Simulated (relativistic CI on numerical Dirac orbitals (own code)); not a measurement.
## One change at a time: Er³⁵⁺

Base calculation: Dirac-Coulomb-Breit CI, KLI orbitals optimised for each configuration, QED by a radiative potential, unscaled Slater integrals.

Configuration list (outside the closed core [Ar] 3d10): 4s2.4p3, 4s.4p4, 4s2.4p2.4d, 4p5, 4s.4p3.4d, 4s2.4p2.4f, 4s.4p3.4f, 4p4.4d, 4s.4p2.4d2, 4s2.4p.4d.4f, 4p4.4f, 4s2.4p.4d2, 4s2.4d3, 4s.4p.4d3, 4s2.4d2.4f, 4s.4p.4d2.4f, 4p3.4d2, 4p2.4d3, 4p2.4d2.4f. Double excitations out of closed p, d and f shells are left out; levels of such configurations are missing from the list, as are those of other unlisted configurations, and high levels can miss mixing partners.

Variants: (1) Breit term removed; (2) QED terms removed. Shifts of the energy above 4s2.4p3 2P°_3/2, in cm⁻¹, for the lowest level and the first level of each name with at least 55 % of one term (blank where a level changes its place among those of its configuration and J or its character, or is not in the variant):

```tsv
Level	Base	Δ(1)	Δ(2)
4s2.4p3 2P°_3/2	0	0	0
4s2.4p3 2D°_5/2	479569	+5841	-590
4s2.4p3 2P°_1/2	530927	+5397	-581
4s.4p4 4P_5/2	1085435	+1203	+5702
4s2.4p2.4d 4D_1/2	1504809	+8279	+811
4s2.4p2.4d 2G_9/2	1650389	+11862	+302
4s2.4p2.4d 4F_9/2	2113018	+17019	-245
```

At this charge energies of transitions that change n are usually good to better than 1 %, and those within a shell (Δn = 0) to a few per cent.

Ionisation energy from the two ground configurations alone: base 1515.8 eV; Breit term removed 1516.94 eV. The NIST ASD value (theoretical) is 1516 eV.

LS names give the leading component of a level, which can be under half, so a name can repeat, a term be missing and a line seem to break the LS rules.
